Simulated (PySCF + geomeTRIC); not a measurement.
Species: [In(H)3(CH3CN)] (charge 0, multiplicity 1).

Q: Give a relaxed geometry from PySCF + geomeTRIC with PBE0-D4/def2-SVP.

A: the end point of this relaxation.
Cartesian coordinates (Å) in one orientation:
```xyz
10

In     0.073    -0.001    -0.003
H      0.267     1.727    -0.065
H      0.304    -0.825     1.512
H      0.156    -0.914    -1.482
C     -4.949     0.078     0.244
C     -3.503     0.056     0.173
N     -2.352     0.038     0.116
H     -5.375    -0.023    -0.764
H     -5.287     1.028     0.683
H     -5.305    -0.753     0.869
```
